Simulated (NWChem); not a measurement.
System: GaNH3F; SMILES [NH2][GaH][F]

Here is an NWChem input.

```
start job
memory heap 200 mb stack 900 mb global 1100 mb
geometry units angstroms noautoz
  Ga    -0.321303    -0.052721     0.007626
  H     -1.869799    -0.195068    -0.061358
  F      0.673073    -1.508429    -0.006255
  N      0.654364     1.480675     0.026000
  H      1.654689     1.474045     0.177447
  H      0.241452     2.390091     0.183724
end
basis spherical
  Ga library def2-svp
  H library def2-svp
  F library def2-svp
  N library def2-svp
end
dft
  xc mn15-l
  iterations 150
  mulliken
end
task dft energy
```

Coordinates come from a B3LYP/6-31G* (spherical d) optimisation.

Q: Predict the main results of this run. (MN15-L/def2-SVP.) Quantities: energy (Ha); highest occupied level (eV); orbital gap (eV); dipole (D).

A: 
```
Property                        Value
---------------------------  --------
energy (Ha)                  -2080.77
highest occupied level (eV)     -6.66
orbital gap (eV)                 5.77
dipole (D)                       2.71
```
